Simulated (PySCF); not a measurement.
**Excitation energy of O²⁺ by level of theory**

O²⁺ [He] 2s2 2p2 (3P) → O²⁺ [He] 2s1 2p2 3s1 (5P), as a difference of total energies. Computed with PySCF 2.14 in aug-cc-pVTZ-DK (5s4p3d2f, 46 functions), with the spin-free X2C one-electron Hamiltonian (Gaussian nucleus). Correlated levels: valence: 1s2 frozen. The calculations carry no spin-orbit coupling.

```tsv
method	excitation energy (cm⁻¹)
UHF	322960
LDA	336500
PBE	336110
PBE0	336140
r2SCAN	334200
r2SCAN0	334770
M06	341150
B3LYP	341870
B97-3	341600
MP2 (valence)	335570
SCS-MP2 (valence)	338990
```

The promoted electron is Rydberg-like, and one or two diffuse shells describe it only roughly, which tends to raise the upper state.
